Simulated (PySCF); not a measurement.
Vertical excitations of a molecule C4H6ClF from PySCF with TDA-PBE/def2-SVPD, as energy in eV (oscillator strength): 5.99 (0.046), 6.17 (0.059), 6.34 (0.006), 7.02 (0.018), 7.18 (0.019), 7.31 (0.003), 7.48 (0.160), 7.54 (0.011), 7.57 (0.003), 7.59 (0.011). Lowest triplet (TDA): 4.39 eV. The structure is a stationary point at B3LYP-D3(BJ)/def2-SVP. Other conformers were not sampled.

### Question
Which molecule gave these data?
(A) FC1(CCl)CC1
(B) C[C@H]1C[C@]1(F)Cl
(C) C=CC[C@H](F)Cl
(D) F[C@@H]1CC[C@H]1Cl

### Answer
C, C=CC[C@H](F)Cl
